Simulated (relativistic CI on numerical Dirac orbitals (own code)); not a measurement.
## Cr²⁺ (3d4) in a crystal field

Calculated by Dirac-Coulomb-Breit CI, orbitals from a KLI potential per configuration, model QED, valence Slater integrals scaled by 0.85, one configuration in a parametric crystal field (own radial code).

Field parameters in Wybourne normalisation: D4h B²₀ = −7Ds, B⁴₀ = 21(Dq − Dt), B⁴₄ = 21√(5/14) Dq. The field is a parameter set, without covalency.

S is read from ⟨S²⟩ = S(S + 1).

Powder χT (cm³ K mol⁻¹) by Van Vleck's formula, with temperature-independent terms:

```
                                       Field   2 K   5 K  10 K  20 K  50 K  100 K  200 K  300 K
D4h, 10Dq = 17500, Ds = -1500, Dt = 370 cm⁻¹  1.19  2.19  2.61  2.82  2.93   2.95   2.96   2.97
 D4h, 10Dq = 17500, Ds = 3000, Dt = 370 cm⁻¹  2.35  2.72  2.89  2.95  2.97   2.98   2.98   2.99
 D4h, 10Dq = 17500, Ds = 2590, Dt = 370 cm⁻¹  2.34  2.71  2.89  2.95  2.97   2.98   2.98   2.99
 D4h, 10Dq = 17500, Ds = 2180, Dt = 370 cm⁻¹  2.33   2.7  2.88  2.95  2.97   2.98   2.98   2.99
 D4h, 10Dq = 17500, Ds = 1770, Dt = 370 cm⁻¹  2.32  2.69  2.88  2.95  2.97   2.98   2.98   2.99
 D4h, 10Dq = 17500, Ds = 1360, Dt = 370 cm⁻¹  2.31  2.67  2.87  2.94  2.97   2.97   2.98   2.99
  D4h, 10Dq = 17500, Ds = 950, Dt = 370 cm⁻¹  2.29  2.66  2.86  2.94  2.97   2.97   2.98   2.99
  D4h, 10Dq = 17500, Ds = 550, Dt = 370 cm⁻¹  2.28  2.64  2.85  2.94  2.97   2.97   2.98   2.99
```

Task: For D4h, 10Dq = 17500, Ds = -1500, Dt = 370 cm⁻¹: what effective moment follows at 300 K?

Result: μ_eff = √(8χT) = 4.88 μB. The ground level has S = 1.99; the spin-only moment for S = 2 is 4.90 μB. The difference comes from the orbital moment, spin-orbit mixing of terms and temperature-independent paramagnetism, all larger in this ionic model than in covalent complexes.
